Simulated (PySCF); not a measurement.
3-bromobuta-1,2-diene (C4H5Br), SMILES C(C)(=C=C)Br. Geometry optimised at B3LYP-D3(BJ)/def2-SVP.

Method: B3LYP-D3(BJ)/def2-SVP run with PySCF.

Harmonic wavenumbers (cm⁻¹): 150, 188, 239, 281, 428, 451, 596, 609, 889, 919, 1000, 1046, 1079, 1282, 1390, 1442, 1446, 1476, 2077, 3031, 3109, 3109, 3135, 3194. Rotational constants (GHz): 5.180, 1.951, 1.445; symmetry number 1.

Q: Work out the zero-point energy and the ideal-gas rigid-rotor harmonic-oscillator thermochemistry at 298.15 K and 1 atm.

A: ZPE = ½ Σ hcν = ½ × 32565 cm⁻¹ = 194.78 kJ/mol. H − E(el) = 213.29 kJ/mol. Entropy in J/(mol K): translation 169.74, rotation 115.02, vibration 47.77, total 332.52. G − E(el) = 114.15 kJ/mol. Cp = 94.37 J/(mol K). Modes under 150 cm⁻¹ make the vibrational entropy uncertain.
